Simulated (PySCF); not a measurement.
# Name the molecule from its bond curve

A diatomic of charge -1 contains Zn. Its singlet curve at PBE0 in a double-zeta basis (scalar-relativistic core potentials, PySCF), in eV from the separated fragments:

```
R (Å)  E (eV)
1.531  -0.960
1.602  -1.065
1.673  -1.123
1.727  -1.144
1.780  -1.149
1.833  -1.143
1.905  -1.122
1.994  -1.081
2.100  -1.020
2.243  -0.930
```

The fit gives ωe = 1057 cm⁻¹ and the rotational constant Bₑ = 5.381 cm⁻¹.

Problem. Which atom is the partner?

Solution. The minimum lies at 1.777 Å, so the reduced mass is 16.8576 u Å² cm⁻¹/(Bₑ·Re²) = 0.9921 u. With Zn at 63.93 u the partner weighs about 1.0 u: H. The molecule is ZnH⁻.

The highest Kohn–Sham level is positive in this anion. Much of that is self-interaction error, but it also means that the finite basis helps to hold the extra electron.
